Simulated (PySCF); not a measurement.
Species: C₄H₅FN₂.
SMILES with atom numbers: `[CH3:1][n:2]1[cH:3][c:4]([F:5])[cH:6][n:7]1` (hydrogens: H8, H9, H10 on C1; H11 on C3; H12 on C6)

Level: wB97X-D/def2-SVPD in PySCF, non-relativistic, on one gas-phase PBE0-D3(BJ)/def2-SVP geometry that isn't relaxed in the solvent. The solvent is an IEF-PCM continuum (van der Waals radii × 1.2). The model holds no explicit solvent molecules, cavitation or dispersion.

Gas phase at wB97X-D/def2-SVPD: HOMO -8.89 eV, LUMO 1.89 eV, dipole 2.74 D.

Task: What does the continuum do to the energy, the frontier levels and the dipole at wB97X-D/def2-SVPD in chloroform?

Result: 
```tsv
solvent	ε	E(solvent) − E(gas) (kJ/mol)	polarisation term (kJ/mol)	distortion of the solute (kJ/mol)	HOMO (eV)	LUMO (eV)	dipole (D)
chloroform	4.711	-17.41	-19.84	2.43	-8.92	1.91	3.36
```

The first energy column is the sum of the next two and covers electrostatics alone.

Task: Which radius a makes the point-dipole formula ΔE = −[(ε − 1)/(2ε + 1)]·μ²/a³ give the value in chloroform, with the gas-phase dipole?

Result: μ = 1.076 au and |ΔE| = 0.00663 Eh give a = 2.10 Å; the farthest nucleus lies 3.03 Å from the centroid of the nuclei, so such a sphere wouldn't even hold the nuclei. The formula assumes a rigid point dipole at the centre of a sphere.

Task: How does the static polarisability (wB97X-D/def2-SVPD, frozen core, with the continuum's full static response) change?

Result: 
```json
{"medium": "gas", "isotropic (au)": "60.0", "principal values (au)": "41.6, 62.7, 75.8", "⟨r²⟩ of the electrons (bohr²)": "707.1"}
{"medium": "chloroform", "isotropic (au)": "73.7", "principal values (au)": "50.9, 78.7, 91.4", "⟨r²⟩ of the electrons (bohr²)": "706.6"}
```

The isotropic value in chloroform is 1.23 times the gas-phase one; no cavity-field correction is applied. ⟨r²⟩ is taken about the centre of nuclear charge.

The pairwise dispersion term of wB97X-D wasn't added to the energies; at a given geometry it leaves orbitals and properties as they are.
